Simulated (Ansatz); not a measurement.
A made-up structure of CH4FGe (charge +1), singlet:

```
7
angstrom
F -0.7877 0.6916 -0.8363
C -0.6316 -0.6460 -0.2661
Ge 0.7983 0.3838 0.4821
H 1.8710 -0.5435 1.0011
H -1.5073 -0.8720 0.3353
H 2.0626 0.5497 -0.3448
H 0.4955 1.2391 1.7014
```

It is relaxed with PBE-D4/def2-SVP and then PBE0-D4/def2-TZVP (Ansatz 0.2.0). Atoms count as bonded within 1.22 times the sum of their covalent radii (H–H: 0.88 Å). The end point is not checked to be a true minimum.

Q: Does its bonding change? (Judge from chemistry; the calculation decides.)

A: By the calculation: Yes. Formed: none; broken: F1–Ge3.

Where it ends: The first stage lowers the energy by 4.01 eV in 13 steps. It ends as CH₄FGe ([F][CH][GeH3]), total charge +1:
F1  (-0.986, 0.099, -1.283)
C2  (-0.646, -0.165, -0.109)
Ge3  (1.158, 0.351, 0.642)
H4  (1.651, -1.036, 1.058)
H5  (-1.444, -0.698, 0.433)
H6  (1.880, 1.053, -0.494)
H7  (0.689, 1.199, 1.826)
(Å)

Labels in which every atom is bracketed show which atoms are joined, not bond orders.

For scale, one of the runs: PBE0-D4/def2-TZVP relaxation, 134 basis functions, launched by `ansatz run in.yaml --threads 2 --pin off --events-out ev --progress --plain --max-ram 4352MiB`. Hardware: 2 CPU threads of an Intel Xeon Platinum 8488C, shared host. Wall time about 30 s.
